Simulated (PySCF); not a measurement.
CH6MgOSi. Atoms are numbered in the order given.

```xyz
10

Mg     0.0000     0.0000    -0.0289
O      0.0000     0.0000    -1.8066
C      0.0000     0.0000    -3.1869
H     -0.9300    -0.4385    -3.6041
H      0.0853     1.0246    -3.6041
H      0.8447    -0.5862    -3.6041
Si     0.0000     0.0000     2.5304
H      0.9820    -0.9774     3.1027
H     -1.3375    -0.3618     3.1027
H      0.3554     1.3392     3.1027
```

Geometry: B3LYP-D3(BJ)/def2-SVP. One conformer was computed; it need not be the lowest.

All values below come from PySCF with PBE/pcSseg-1.

GIAO shieldings, no solvent; atoms alike by connectivity are averaged. δ = σ(ref) − σ: ¹⁷O against H2O (σ = 334.3 ppm); ¹³C against TMS (σ = 182.0 ppm); ¹H against TMS (σ = 31.49 ppm); ²⁹Si against TMS (σ = 335.4 ppm), references at their B3LYP-D3(BJ)/def2-TZVP geometries, non-relativistic.

```
nucleus        atoms  count  δ (ppm)
-------  -----------  -----  -------
¹⁷O               O2      1      4.6
¹³C               C3      1     61.8
¹H        H4, H5, H6      3     4.58
¹H       H8, H9, H10      3     3.24
²⁹Si             Si7      1   -156.1
```
